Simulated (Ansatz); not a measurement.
Relaxation of a periodic cell of 17 atoms, Ta16H (host Ta, host structure bcc, interstitial H), to a largest force component of 0.08 eV/Å in at most 25 steps.

Level of theory: DFT PBE, scalar-relativistic, plane waves, PAW (Ansatz 0.2.0). Settings: cutoff 420 eV, k mesh 3x3x3, fermi-dirac smearing 0.1 eV, no spin polarisation.

```xyz
17
Lattice="6.6200 0.0000 0.0000 0.0000 6.6200 0.0000 0.0000 0.0000 6.6200" Properties=species:S:1:pos:R:3
Ta 0.000 0.000 0.000
Ta 3.310 0.000 0.000
Ta 0.000 3.310 0.000
Ta 0.000 0.000 3.310
Ta 1.655 1.655 1.655
Ta 3.310 3.310 0.000
Ta 3.310 0.000 3.310
Ta 4.965 1.655 1.655
Ta 0.000 3.310 3.310
Ta 1.655 4.965 1.655
Ta 1.655 1.655 4.965
Ta 3.310 3.310 3.310
Ta 4.965 4.965 1.655
Ta 4.965 1.655 4.965
Ta 1.655 4.965 4.965
Ta 4.965 4.965 4.965
H -0.052 5.779 1.608
```

Problem. Where does it end, and by what steps?

Solution. It converged. Limits of this set-up: coarse k mesh, odd electron count without spin. After 3 steps the energy has fallen by 0.181 eV; Ta13 moved furthest, 0.07 Å.

```json
{"step": "0", "energy less start (eV)": "0.0000", "largest force component (eV/Å)": "1.391", "accepted": "yes"}
{"step": "1", "energy less start (eV)": "0.0864", "largest force component (eV/Å)": "1.086", "accepted": "no"}
{"step": "2", "energy less start (eV)": "-0.1741", "largest force component (eV/Å)": "0.213", "accepted": "yes"}
{"step": "3", "energy less start (eV)": "-0.1812", "largest force component (eV/Å)": "0.008", "accepted": "yes"}
```

```xyz
17
Lattice="6.6200 0.0000 0.0000 0.0000 6.6200 0.0000 0.0000 0.0000 6.6200" Properties=species:S:1:pos:R:3
Ta -0.003 0.034 -0.057
Ta 3.307 -0.004 0.002
Ta -0.003 3.298 -0.008
Ta -0.003 0.034 3.362
Ta 1.657 1.665 1.652
Ta 3.307 3.301 -0.001
Ta 3.307 -0.005 3.302
Ta 4.956 1.666 1.652
Ta -0.003 3.298 3.313
Ta 1.706 4.930 1.652
Ta 1.650 1.662 4.962
Ta 3.307 3.301 3.305
Ta 4.907 4.929 1.652
Ta 4.964 1.662 4.962
Ta 1.647 4.968 4.962
Ta 4.967 4.968 4.962
H -0.004 5.791 1.652
```

The run took 14 s on 4 threads of AMD EPYC 9R45 96-Core Processor (Zen 5) (shared host), peak memory 1.1 GiB.
